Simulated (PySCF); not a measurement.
C2H5NO2Si.
Atom-mapped SMILES: `[O:1]=[CH:2]/[CH:3]=[N:4]\[SiH2:5][OH:6]` (hydrogens: H7 on C2; H8 on C3; H9, H10 on Si5; H11 on O6)

Computed by this run: PBE0-D3(BJ)/def2-SVP geometry optimisation, gas phase (PySCF 2.14.0); density fitting, grid level 1; the optimiser is geomeTRIC in internal coordinates, started from a GFN2-xTB structure with every atom displaced at random (about 0.01 Å).

Step 0: E = -15597.0765 eV
```
atom  x, y, z in Å  |  force x, y, z in eV/Å
O1     -1.2270   -1.4389    0.7516   -1.100   1.668  -1.032
C2     -1.8454   -0.5392    0.1730    1.515  -1.414   0.989
C3     -1.1657    0.6982   -0.2802    3.488  -0.175   0.740
N4      0.1199    0.8605   -0.1189   -3.471   0.249  -0.777
Si5     1.1874   -0.2869    0.6153    0.233   0.262   0.926
O6      2.6577    0.3578    0.3420    1.224  -0.523  -0.151
H7     -2.9120   -0.5991   -0.0322   -0.853  -0.288  -0.036
H8     -1.7324    1.4867   -0.7370   -0.769   0.669  -0.440
H9      1.2774   -1.5643   -0.0112   -0.100  -1.173  -0.490
H10     0.8937   -0.2935    2.0664   -0.143  -0.099   0.244
H11     2.7833    1.2931    0.2939   -0.024   0.823   0.027
```

Step 1: E = -15597.3055 eV
```
atom  x, y, z in Å  |  force x, y, z in eV/Å
O1     -1.3546   -1.3477    0.8944    0.183  -0.179  -0.188
C2     -1.8833   -0.5448    0.1697   -0.298   0.204   0.311
C3     -1.1435    0.6799   -0.3029    0.130   0.205  -0.015
N4      0.0913    0.8565   -0.0997   -0.158  -0.191  -0.048
Si5     1.2548   -0.2819    0.6220   -0.023   0.206  -0.070
O6      2.7437    0.3946    0.3338    0.090   0.013  -0.025
H7     -2.9697   -0.6300   -0.0934    0.156  -0.003  -0.106
H8     -1.7558    1.4668   -0.7937    0.037  -0.129   0.010
H9      1.2731   -1.5849   -0.0882   -0.033  -0.044   0.041
H10     0.9802   -0.3903    2.0790   -0.001   0.025   0.056
H11     2.8006    1.3561    0.3418   -0.082  -0.107   0.035
```

Question: Estimate the geometry and energy of step 2. (The exact step hangs on the optimiser's Hessian estimate; all steps are aligned on step 1, rigid shifts and turns removed.)

Answer: E = -15597.3162 eV, largest force 0.305 eV/Å
```
atom  x, y, z in Å  |  force x, y, z in eV/Å
O1     -1.2247   -1.4069    0.7341   -0.087   0.015   0.088
C2     -1.8378   -0.5529    0.1455   -0.224   0.048  -0.121
C3     -1.1587    0.7231   -0.2768    0.004  -0.090   0.230
N4      0.0776    0.8830   -0.0892    0.111   0.202   0.040
Si5     1.2185   -0.2603    0.6549   -0.034  -0.165  -0.255
O6      2.7278    0.3379    0.3096    0.061   0.017  -0.011
H7     -2.9191   -0.6741   -0.1099    0.039  -0.031   0.020
H8     -1.7948    1.5150   -0.7203    0.059  -0.068  -0.070
H9      1.1667   -1.5991    0.0147    0.159   0.007   0.026
H10     0.9706   -0.2864    2.1233   -0.064   0.045   0.018
H11     2.8109    1.2951    0.2768   -0.024   0.019   0.034
```

The energy changes by -0.0107 eV. The first-order estimate −F·Δx gives -0.0660 eV and the mean of the old and new forces, exact on a quadratic surface, -0.0032 eV. The step makes an angle of 75° with the force vector and moves no atom by more than 0.215 Å.

What follows is the cost of the whole optimisation. Time: 53 s wall; peak memory 0.46 GiB. Hardware: one thread of an Arm Neoverse V1, shared host.
